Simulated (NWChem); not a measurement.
Program: NWChem. System: I$_{4}$Si, charge 0, spin multiplicity 1, displaced from the optimised geometry. The structure started from a generated list of species.

Input file:

```
start mol
memory heap 200 mb stack 900 mb global 1100 mb
geometry units angstroms nocenter noautoz
  I      0.000000    -2.058273     1.455515
  Si     0.000000     0.000000    -0.000081
  I      0.000000     2.058273     1.455515
  I      2.058292     0.000000    -1.455505
  I     -2.058292     0.000000    -1.455505
  symmetry group C2v
end
basis spherical
  * library def2-svp
end
ecp
  I library def2-ecp
end
dft
  xc becke88 perdew86
  semidirect memsize 60000000 filesize 0
  iterations 100
  convergence nodiis damp 40
end
task dft gradient
```

The output up to the point where the run's verdict is printed (cleaned and shortened):

```
             Northwest Computational Chemistry Package (NWChem) 7.3.0
             --------------------------------------------------------

                                NWChem Input Module
                                -------------------

 Scaling coordinates for geometry "geometry" by  1.889725989
 (inverse scale =  0.529177249)

 Turning off AUTOSYM since
 SYMMETRY directive was detected!

                             Geometry "geometry" -> ""
                             -------------------------

 Output coordinates in angstroms (scale by  1.889725989 to convert to a.u.)

  No.       Tag          Charge          X              Y              Z
 ---- ---------------- ---------- -------------- -------------- --------------
    1 I                   53.0000     0.00000000    -2.05827300     1.45551500
    2 Si                  14.0000     0.00000000     0.00000000    -0.00008100
    3 I                   53.0000     0.00000000     2.05827300     1.45551500
    4 I                   53.0000     2.05829200     0.00000000    -1.45550500
    5 I                   53.0000    -2.05829200     0.00000000    -1.45550500

 Effective nuclear repulsion energy (a.u.)    2789.5361956115

            Nuclear Dipole moment (a.u.)
            ----------------------------
        X                 Y               Z
 ---------------- ---------------- ----------------
     0.0000000000     0.0000000000    -0.0001398397

      Symmetry information
      --------------------

 Group name             C2v
 Group number             16
 Group order               4
 No. of unique centers     3

      Symmetry unique atoms

     1    2    4


 Summary of "ao basis" -> "" (spherical)
 ------------------------------------------------------------------------------
       Tag                 Description            Shells   Functions and Types
 ---------------- ------------------------------  ------  ---------------------
 *                          def2-svp                  on all atoms

 Summary of "ao basis" -> "ao basis" (spherical)
 ------------------------------------------------------------------------------
[...]
 d= 0,ls=0.5         52  -1425.4673995556 -5.73D+01  3.67D-01              12.5
 d= 0,ls=0.5         53  -1368.2166888421  5.73D+01  3.67D-01              12.7
 d= 0,ls=0.5         54  -1425.4674679711 -5.73D+01  3.67D-01              13.0
 d= 0,ls=0.5         55  -1368.2166986222  5.73D+01  3.67D-01              13.2
 d= 0,ls=0.5         56  -1425.4675200424 -5.73D+01  3.67D-01              13.4
 d= 0,ls=0.5         57  -1368.2167060386  5.73D+01  3.67D-01              13.6
 d= 0,ls=0.5         58  -1425.4675597437 -5.73D+01  3.67D-01              13.8
 d= 0,ls=0.5         59  -1368.2167116815  5.73D+01  3.67D-01              14.0
 d= 0,ls=0.5         60  -1425.4675900835 -5.73D+01  3.67D-01              14.2
 d= 0,ls=0.5         61  -1368.2167160604  5.73D+01  3.67D-01              14.5
 d= 0,ls=0.5         62  -1425.4676133531 -5.73D+01  3.67D-01              14.7
 d= 0,ls=0.5         63  -1368.2167193531  5.73D+01  3.67D-01              14.9
 d= 0,ls=0.5         64  -1425.4676312002 -5.73D+01  3.67D-01              15.1
 d= 0,ls=0.5         65  -1368.2167218706  5.73D+01  3.67D-01              15.3
 d= 0,ls=0.5         66  -1425.4676449285 -5.73D+01  3.67D-01              15.6
 d= 0,ls=0.5         67  -1368.2167238010  5.73D+01  3.67D-01              15.8
 d= 0,ls=0.5         68  -1425.4676555173 -5.73D+01  3.67D-01              16.0
 d= 0,ls=0.5         69  -1368.2167252846  5.73D+01  3.67D-01              16.2
 d= 0,ls=0.5         70  -1425.4676637082 -5.73D+01  3.67D-01              16.4
 d= 0,ls=0.5         71  -1368.2167264278  5.73D+01  3.67D-01              16.6
 d= 0,ls=0.5         72  -1425.4676700640 -5.73D+01  3.67D-01              16.8
 d= 0,ls=0.5         73  -1368.2167273112  5.73D+01  3.67D-01              17.1
 d= 0,ls=0.5         74  -1425.4676750128 -5.73D+01  3.67D-01              17.3
 d= 0,ls=0.5         75  -1368.2167279959  5.73D+01  3.67D-01              17.5
 d= 0,ls=0.5         76  -1425.4676788800 -5.73D+01  3.67D-01              17.7
 d= 0,ls=0.5         77  -1368.2167285283  5.73D+01  3.67D-01              17.9
 d= 0,ls=0.5         78  -1425.4676819139 -5.73D+01  3.67D-01              18.1
 d= 0,ls=0.5         79  -1368.2167289437  5.73D+01  3.67D-01              18.3
 d= 0,ls=0.5         80  -1425.4676843041 -5.73D+01  3.67D-01              18.5
 d= 0,ls=0.5         81  -1368.2167292692  5.73D+01  3.67D-01              18.7
 d= 0,ls=0.5         82  -1425.4676861953 -5.73D+01  3.67D-01              18.9
 d= 0,ls=0.5         83  -1368.2167295253  5.73D+01  3.67D-01              19.1
 d= 0,ls=0.5         84  -1425.4676876987 -5.73D+01  3.67D-01              19.3
 d= 0,ls=0.5         85  -1368.2167297275  5.73D+01  3.67D-01              19.6
 d= 0,ls=0.5         86  -1425.4676888995 -5.73D+01  3.67D-01              19.8
 d= 0,ls=0.5         87  -1368.2167298879  5.73D+01  3.67D-01              20.0
 d= 0,ls=0.5         88  -1425.4676898632 -5.73D+01  3.67D-01              20.2
 d= 0,ls=0.5         89  -1368.2167300158  5.73D+01  3.67D-01              20.4
 d= 0,ls=0.5         90  -1425.4676906404 -5.73D+01  3.67D-01              20.6
 d= 0,ls=0.5         91  -1368.2167301183  5.73D+01  3.67D-01              20.8
 d= 0,ls=0.5         92  -1425.4676912705 -5.73D+01  3.67D-01              21.0
 d= 0,ls=0.5         93  -1368.2167302009  5.73D+01  3.67D-01              21.2
 d= 0,ls=0.5         94  -1425.4676917838 -5.73D+01  3.67D-01              21.4
 d= 0,ls=0.5         95  -1368.2167302676  5.73D+01  3.67D-01              21.7
 d= 0,ls=0.5         96  -1425.4676922039 -5.73D+01  3.67D-01              21.9
 d= 0,ls=0.5         97  -1368.2167303219  5.73D+01  3.67D-01              22.1
 d= 0,ls=0.5         98  -1425.4676925496 -5.73D+01  3.67D-01              22.3
 d= 0,ls=0.5         99  -1368.2167303663  5.73D+01  3.67D-01              22.5
 d= 0,ls=0.5        100  -1425.4676928352 -5.73D+01  3.67D-01              22.7
```

The run did not converge; its last values are not results. The next line reads: Calculation failed to converge. NWChem stopped with the message: dft gradient failed.
